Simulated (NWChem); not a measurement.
Molecule: CHClF₂OSi; SMILES F[Si](Cl)(C=O)F

```xyz
7

O      1.0536    -2.2087    -0.0005
C     -0.0673    -1.7747     0.0012
Si    -0.4173     0.1086     0.0001
F     -1.3039     0.4781     1.2883
F     -1.3030     0.4767    -1.2892
Cl     1.2933     1.1876     0.0000
H     -0.9546    -2.4656     0.0035
```
Atoms are numbered in this order, from 1.

Program: NWChem. Pople sets run with spherical d functions. The geometry was optimised at PBE0/def2-SVP. B3LYP is NWChem's, with the RPA form of VWN correlation. Atomic charges in e: unrestrained fits to the electrostatic potential beside Mulliken populations; buried atoms are poorly determined by the fit.

For level B3LYP/def2-SVP:

```
Property      Value
------------  -----
Mulliken O1   -0.17
ESP Si3        0.76
Mulliken Si3   0.95
Mulliken F4   -0.31
Mulliken F5   -0.31
```

Question: Estimate the same quantities for level Hartree-Fock/6-31G*.

Answer: 
| Item | Result |
|---|---|
| Mulliken O1 | -0.42 |
| ESP Si3 | 1.00 |
| Mulliken Si3 | 1.49 |
| Mulliken F4 | -0.50 |
| Mulliken F5 | -0.50 |
